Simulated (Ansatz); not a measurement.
A search over several starts for the lowest SCF solution of the cluster K4H5 at the given spin, in a small basis.

```yaml
crystal:
  periodic: [false, false, false]
  atoms:
    - {symbol: K, position_ang: [-2.278747, 1.261713, -0.541150]}
    - {symbol: K, position_ang: [1.247463, 2.349303, 0.193714]}
    - {symbol: K, position_ang: [-1.246007, -2.341018, -0.190111]}
    - {symbol: K, position_ang: [2.282390, -1.267539, 0.530692]}
    - {symbol: H, position_ang: [-1.008140, 3.506376, -0.330120]}
    - {symbol: H, position_ang: [1.003259, -3.509160, 0.335184]}
    - {symbol: H, position_ang: [0.005374, 0.002184, -0.003811]}
    - {symbol: H, position_ang: [-3.430664, -1.050203, -0.703519]}
    - {symbol: H, position_ang: [3.425072, 1.048343, 0.709120]}
basis:
  gaussian: {orbitals: def2-SVP}
magnetization: {spin_polarized: true, initial_magnetization: 1}
hamiltonian: {xc: pbe0, dispersion: d4}
output: {orbitals: {seedname: orbitals}}
```

```sh
$ ansatz run in.yaml --threads 4 --pin off --events-out ev --progress --plain --max-ram 3916MiB
```

Output, abridged:

```
Functional definition: PBE0
1167 factors; integrals over basis functions are off by at most 3.3e-4 eV
mean field evaluation 1: about -65347.3385 eV, gradient 1.4e1 eV
mean field evaluation 2: about -65349.0927 eV, gradient 5.6e0 eV
mean field evaluation 4: about -65349.4315 eV, gradient 6.1e-1 eV
mean field evaluation 8: about -65349.5113 eV, gradient 5.4e-2 eV
mean field evaluation 16: about -65349.5114 eV, gradient 1.5e-4 eV
mean field evaluation 32: about -65349.4750 eV, gradient 1.3e0 eV
mean field -65349.51142913 eV, -2401.5502495306 hartree, gradient 2.9e-5 eV, S^2 0.775564; 7 other end points of the search recorded, 0 dependent functions left out
reference -65349.51149361 eV, -2401.5502519004 hartree; 41, 40 occupied and 80, 81 virtual orbitals, 1167 factors
Total energy: -65349.76273486 eV, -2401.5594848458 hartree
```

Hardware: 4 threads of Arm Neoverse V2 on a shared host. Wall time 19 s, peak host memory 0.6 GiB.

Other converged states that the search met: 0.40 eV higher (⟨S²⟩ = 0.77).

The structure comes from a short search, and lower isomers may exist.
